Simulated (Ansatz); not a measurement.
Ideal-gas functions of C$_{2}$H$_{4}$Zn, SMILES `C=[CH][ZnH]` at 800 K and 1 bar, from an Ansatz frequency run at PBE0-D4/def2-TZVP.

Molar mass 93.44 g/mol, point group Cs (symmetry number 1), electronic degeneracy 1, moments of inertia 9.341, 126.341, 135.681 u Å². Harmonic wavenumbers (cm⁻¹, unscaled): 203, 367, 475, 535, 562, 997, 1009, 1067, 1283, 1443, 1648, 1912, 3102, 3118, 3182.

Use S(trans) = R[1.5 ln M + 2.5 ln T − 1.1517]; rotational temperatures θ = 24.2544 K / I; S(rot) = R[ln(√π/σ · √(T³/θAθBθC)) + 1.5]; for each mode x = 1.438777 ν̃/T, S = R[x/(eˣ − 1) − ln(1 − e⁻ˣ)] and H = RT x/(eˣ − 1); 1 cm⁻¹ = 0.0119627 kJ/mol; R = 8.31446 J/(mol·K).

Problem. By hand: the entropy, in J/(mol·K).

Solution. Translation 186.0. Rotation: θ = 2.5966, 0.192, 0.1788 K, giving 110.6. Vibration, mode by mode: 16.74, 11.92, 9.87, 8.95, 8.57, 4.49, 4.41, 4.06, 2.99, 2.39, 1.78, 1.22, 0.21, 0.20, 0.18, in all 78.0. Electronic 0.0. Sum 374.6 J/(mol·K).

Problem. By hand: H − E and G − E in kJ/mol, counted from the electronic energy.

Solution. Zero-point energy ½ × 20903 × 0.0119627 = 125.0; thermal vibration 34.5; translation, rotation and pV give 4 RT = 26.6. H − E = 186.1 kJ/mol, and G − E = 186.1 − 800 × 374.6/1000 = -113.6 kJ/mol.

Vibration gives 21 % of the entropy.
